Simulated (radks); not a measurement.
Problem. Valence configurations of the nitrogen ion N+ (all share [He]). All-electron calculation, non-relativistic Kohn-Sham, PBE, spin-polarised, spherical densities, point nucleus; open shells are filled with parallel spins first. Program: a radial shooting solver on a logarithmic mesh with Libxc functionals. Order these by energy: 2s2 2p2; 2s1.5 2p2.5; 2p4; 2s0.5 2p3.5; 2s1 2p3.

Solution. From the lowest, in eV above it: 2s2 2p2 0.000; 2s1.5 2p2.5 3.454; 2s1 2p3 5.601; 2s0.5 2p3.5 15.099; 2p4 23.427. NIST lists [He] 2s2 2p2 as the ground configuration; this level of theory agrees among the configurations tried. The energies are those of spherical high-spin densities, not of single terms.
